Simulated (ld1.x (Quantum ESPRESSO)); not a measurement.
**Before and after: ultrasoft potential for fluorine**

* Element: fluorine
* Generator: ld1.x (Quantum ESPRESSO) 7.5
* Type: ultrasoft
* Functional: PBE
* Relativity: non-relativistic
* Frozen core: [He]
* Valence charge: 7
* Reference configuration: 2s2 2p4 (charge +1)
* Partial waves: 2s (bound): rcut 0.55, rcutus 0.70 bohr; 2s channel at -2.75 Ry: rcut 0.55, rcutus 0.70 bohr; 2p (bound): rcut 1.05, rcutus 1.35 bohr; 2p channel at -1.65 Ry: rcut 1.05, rcutus 1.35 bohr
* Local potential: all-electron potential smoothed inside 1.05 bohr (lloc = -1)
* Core correction: Bessel-smoothed model core, default radius (core density twice the valence density)
* Augmentation charge: PSQ, inside the norm-conserving radii

Change: all radii but the core radius scaled by about 1.12 (s 0.78, p 1.52 bohr, rcut 0.62/1.18); local potential all-electron potential smoothed inside 1.18 bohr (lloc = -1).

Cutoffs: the cutoffs (Ry, on a coarse ladder) from which the occupation-weighted sum of valence levels, in a spherical-Bessel basis at the reference potential, stays within 10 and 1 mRy of its value at 400 Ry; they do not see the model core or the augmentation charge, which bear on the density cutoff. Errors are all-electron minus pseudo energies relative to the spin-unpolarised reference configuration.

Task: How do hardness, ghosts and transferability respond?

Result: The potential gets softer (70 Ry and 110 Ry → 35 Ry and 70 Ry); the bound ghost in s disappears; of the 7 tests that both files solve, the error grows in 6 and shrinks in 0 by more than 15 % and 0.3 meV (median size 18.0 → 20.6 meV). A larger radius leaves more room for a smooth pseudo-wave, so fewer plane waves are needed. More of the atom is replaced by a form fitted at one configuration, so other configurations suffer.

```tsv
quantity	base	changed
cutoff, loose	70 Ry	35 Ry
cutoff, tight	110 Ry	70 Ry
loose cutoff by channel (10 mRy a level)	s 60 Ry, p 35 Ry	s 18 Ry, p 30 Ry
bound ghosts	s	none
error for 2s2 2p5, meV [ΔE -19.40 eV]	+9.6	+12
error for 2s2 2p3, meV [ΔE 38.39 eV]	+18	+21
error for 2s2 2p2, meV [ΔE 99.04 eV]	+74	+89
error for 2s2 2p4.5, meV [ΔE -11.85 eV]	+3.1	+3.8
error for 2s1 2p6, meV [ΔE -0.68 eV]	+27	+23
error for 2s2 2p5.3, meV [ΔE -22.07 eV]	+14	+18
error for 2s2 2p1, meV [ΔE 184.84 eV]	+126	+219
lowest overlap eigenvalue by channel	s 0.60, p 0.94	s 0.68, p 1.00
```

 A true bound ghost makes a file unfit for plane-wave use even where its test errors are small: the radial tests pick states by their node count and pass the ghost by.
